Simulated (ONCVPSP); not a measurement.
# technetium: excitation energies, all-electron against ONCV

Tc (Z = 43), optimised norm-conserving Vanderbilt (ONCV), made with ONCVPSP 4.0.1 (PBEsol, fully relativistic). Core [Ar] 3d10 4s2, reference 4p6 4d5 5s2. Waves: 5s: rc 2.65 bohr, ncon 4, nbas 9, qcut 2.5 1/bohr, 2 projectors, debl 0.8 Ha; 4p: rc 1.80 bohr, ncon 4, nbas 7, qcut 8.3 1/bohr, 2 projectors, debl 1.9 Ha; 4d: rc 1.75 bohr, ncon 4, nbas 9, qcut 9 1/bohr, local. Local part: the d channel. Core correction: Teter function, fcfact 3, rcfact 0.92.

Open shells are filled in proportion to 2j + 1.

Energies are relative to the spin-unpolarised reference configuration 4p6 4d5 5s2; without spin polarisation the order of configurations can differ from experiment. The d channel is local and has no spin–orbit splitting in the pseudo-atom.

```
valence configuration  charge  ΔE all-electron (eV)  error AE − PS (meV)
          4p6 4d5 5s1      +1                 8.197                 -6.3
          4p6 4d4 5s0      +3                51.725                  +53
```

(1) What are ΔE and the potential's error for 4p6 4d5 5s0?

(2) What are ΔE and the potential's error for 4p6 4d5 5s0 5p2?

Levels in the configuration 4p6 4d4 5s0:

```
   level  all-electron (eV)  pseudo (eV)
4p j=3/2            -74.341      -74.158
4p j=1/2            -77.370      -77.176
4d j=5/2            -34.987      -35.024
4d j=3/2            -35.336      -35.024
```

Note: ghosts flagged at negative energy: s at -73.0 eV; no localised positive-energy state flagged. A true bound ghost makes a file unfit for plane-wave use.

## Answers

(1) ΔE = 23.038 eV all-electron; the error (AE − PS) is -32 meV.

(2) ΔE = 7.778 eV all-electron; the error (AE − PS) is -26 meV.

These tests converged, but a pseudo level misses the all-electron one widely, so the file describes the atom poorly there or has found another state: 4p6 4d5 5s0 5p2: empty 5s by 11.6 eV.
